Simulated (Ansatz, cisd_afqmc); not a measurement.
System: F, charge 0, doublet.

Total energies in def2-QZVPPD, 7 correlated electrons, 1 frozen orbitals. Radicals and triplets start from unrestricted determinants; spin-orbit coupling is neglected. Correlated methods leave the cores frozen. No relativity. AFQMC/CISD: phaseless, guided by CISD from CCSD amplitudes; bars are statistical, one sigma. Outlying blocks are dropped, and bars are widened where a walk drifts. Over all cases where full CI ran beside it in this data, AFQMC minus full CI had a median of +0.1 mEh and passed +0.4 mEh in a tenth of the cases.

| method | program | energy (Eh) | minus CCSDT(Q) (mEh) |
|---|---|---|---|
| HF | Ansatz | -99.41593 | 235.98 |
| MP2 | Ansatz | -99.63644 | 15.47 |
| CCSD | Ansatz | -99.64687 | 5.04 |
| CCSD(T) | Ansatz | -99.65160 | 0.31 |
| CCSDT(Q) | Ansatz | -99.65191 | 0.00 |
| AFQMC/CISD | cisd_afqmc | -99.6516 ± 0.0002 | 0.3 ± 0.2 |

Ansatz is an electronic-structure program.
